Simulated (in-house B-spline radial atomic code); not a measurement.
Configurations of Sc, with energies counted from [Ar] (3d3/2)1 4s2. Method: Dirac-Hartree-Fock, average of each configuration as written, Fermi nucleus of rms radius 3.5459 fm. Calculated with a radial B-spline atomic code at the basis-set limit. Energies include first-order Breit, QED and recoil terms.

Occupations are held fixed; configurations that lie above the ionisation limit could autoionise.

```
                                   configuration  E - E(ref) (eV)  highest orbital  its <r> (bohr)
                               [Ar] (3d5/2)1 4s2          0.01767            4s1/2           3.938
                               [Ar] 4s2 (4p3/2)1           2.6891            4p3/2           4.424
                               [Ar] 4s2 (5d3/2)1           6.4537            5d3/2           21.82
                                    [Ar] 4s2 8s1           6.8312            8s1/2           45.83
[Ne] 3s2 (3p1/2)1 (3p3/2)4 (3d5/2)1 4s2 (5p3/2)1            37.63            5p3/2            12.3
```

**Question.** Order these further configurations by energy, lowest first.
A. [Ar] 4s2 (4f7/2)1
B. [Ne] 3s2 (3p1/2)1 (3p3/2)4 (3d5/2)1 4s2 (5f7/2)1
C. [Ne] 3s2 (3p1/2)2 (3p3/2)3 (3d3/2)1 4s2 (6g7/2)1
D. [Ne] 3s2 (3p1/2)1 (3p3/2)4 (3d3/2)1 4s2 (4p3/2)1
E. [Ar] 4s2 7s1

**Answer.** A (6.4258 eV), E (6.6102 eV), D (35.989 eV), C (38.458 eV), B (38.674 eV).

**Question.** How far above the reference does [Ar] (3d5/2)1 4s1 (5g9/2)1 lie?

**Answer.** 4.994 eV; its least bound orbital is 5g9/2 with <r> = 27.5 bohr.
